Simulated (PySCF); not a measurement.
## Name the molecule from its bond curve

A diatomic of charge +1 contains Hg. Its doublet curve at PBE0 in a double-zeta basis (scalar-relativistic core potentials, PySCF), in eV from the separated fragments:

| R (Å) | E (eV) |
| --- | --- |
| 1.735 | -0.010 |
| 1.815 | -0.488 |
| 1.896 | -0.734 |
| 1.956 | -0.814 |
| 2.017 | -0.830 |
| 2.078 | -0.805 |
| 2.158 | -0.734 |
| 2.259 | -0.623 |
| 2.380 | -0.492 |
| 2.541 | -0.347 |

The fit gives ωe = 473 cm⁻¹ and the rotational constant Bₑ = 0.2824 cm⁻¹.

Which atom is the partner?

The minimum lies at 2.007 Å, so the reduced mass is 16.8576 u Å² cm⁻¹/(Bₑ·Re²) = 14.82 u. With Hg at 201.97 u the partner weighs about 16.0 u: O. The molecule is HgO⁺.

Spin–orbit coupling is left out. The state is the lowest determinant that a PBE0 search found; another state may lie lower at other levels.
